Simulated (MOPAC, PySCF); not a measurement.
C6H5F3OSi, SMILES `O=CC1=C(C(F)(F)F)C=C[SiH2]1` (O–C–C–Si torsion 0°), neutral singlet in the gas phase. 

Cartesian coordinates (Å):
SMILES: O=CC1=C(C(F)(F)F)C=C[SiH2]1
```xyz
16

O      0.0665     3.1412    -0.4420
C     -0.6016     2.1273    -0.3704
C      0.0381     0.8274    -0.1141
C     -0.4949    -0.4199     0.0055
C     -1.9483    -0.8221    -0.0964
F     -2.1124    -1.7182    -1.0855
F     -2.7816     0.1987    -0.3347
F     -2.3464    -1.4117     1.0448
C      0.4624    -1.5242     0.2686
C      1.7689    -1.1893     0.3643
Si     1.9141     0.6723     0.1141
H     -1.7045     2.1627    -0.4968
H      0.0827    -2.5451     0.3729
H      2.5367    -1.9419     0.5562
H      2.6924     1.0496    -1.0953
H      2.4279     1.3931     1.3087
```
Charge 0, spin multiplicity 1.

All levels are single points at this geometry (B3LYP-D3(BJ)/def2-SVP); Pople sets use spherical d functions. Orbital energies aren't observables, and empty levels follow the basis.

```json
[
 {"level": "B3LYP-D3(BJ)/def2-TZVP in PySCF", "HOMO (eV)": "-7.53", "LUMO (eV)": "-3.25", "gap (eV)": "4.28", "dipole (D)": "2.91", "vertical IE, Delta-SCF (eV)": "9.50"},
 {"level": "B3LYP/3-21G in PySCF", "HOMO (eV)": "-7.16", "LUMO (eV)": "-2.83", "gap (eV)": "4.32", "dipole (D)": "2.56", "vertical IE, Delta-SCF (eV)": "–"},
 {"level": "B3LYP/6-311+G** in PySCF", "HOMO (eV)": "-7.60", "LUMO (eV)": "-3.33", "gap (eV)": "4.26", "dipole (D)": "3.00", "vertical IE, Delta-SCF (eV)": "–"},
 {"level": "B3LYP/6-31G* in PySCF", "HOMO (eV)": "-7.18", "LUMO (eV)": "-2.86", "gap (eV)": "4.31", "dipole (D)": "2.77", "vertical IE, Delta-SCF (eV)": "9.24"},
 {"level": "B3LYP/LANL2DZ in PySCF", "HOMO (eV)": "-7.57", "LUMO (eV)": "-3.28", "gap (eV)": "4.30", "dipole (D)": "3.14", "vertical IE, Delta-SCF (eV)": "–"},
 {"level": "SVWN5/6-31G* in PySCF", "HOMO (eV)": "-5.88", "LUMO (eV)": "-3.74", "gap (eV)": "2.14", "dipole (D)": "2.83", "vertical IE, Delta-SCF (eV)": "–"},
 {"level": "HF/STO-3G in PySCF", "HOMO (eV)": "-7.16", "LUMO (eV)": "4.64", "gap (eV)": "11.81", "dipole (D)": "1.84", "vertical IE, Delta-SCF (eV)": "–"},
 {"level": "PM6 in MOPAC", "HOMO (eV)": "-10.30", "LUMO (eV)": "-1.61", "gap (eV)": "8.69", "dipole (D)": "2.57", "vertical IE, Delta-SCF (eV)": "–"},
 {"level": "PM7 in MOPAC", "HOMO (eV)": "-10.47", "LUMO (eV)": "-1.60", "gap (eV)": "8.86", "dipole (D)": "2.36", "vertical IE, Delta-SCF (eV)": "–"}
]
```
